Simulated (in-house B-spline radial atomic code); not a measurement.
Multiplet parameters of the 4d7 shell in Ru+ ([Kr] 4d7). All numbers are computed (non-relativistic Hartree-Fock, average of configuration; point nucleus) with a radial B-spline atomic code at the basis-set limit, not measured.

Slater integrals: F^2 = 61670 cm⁻¹, F^4 = 39929 cm⁻¹. Central-field spin-orbit parameter ζ(4d) = 1023 cm⁻¹ (bare central field on non-relativistic orbitals, without two-electron terms: too large for light atoms, too small for heavy ones).

Problem. What are Racah's B and C?

Solution. B = F^2/49 - 5F^4/441 = 806 cm⁻¹, C = 35F^4/441 = 3169 cm⁻¹, C/B = 3.93.

Problem. Where do the terms lie in LS coupling, without spin-orbit interaction?

Solution. In cm⁻¹ above the Hund's-rule term (some of the terms):
| term | expression | energy |
| --- | --- | --- |
| 4F | 0B + 0C | 0 |
| 4P | 15B + 0C | 12088 |
| 2G | 4B + 3C | 12730 |
| 2H | 9B + 3C | 16760 |
| 2F | 24B + 3C | 28848 |

Problem. Is LS coupling a fair picture here?

Solution. Fits to spectra need these integrals scaled down, since correlation screens the repulsion. Here ζ is 1.27 times B, so the coupling is intermediate: spin-orbit interaction mixes the terms, and LS labels name only the largest part.
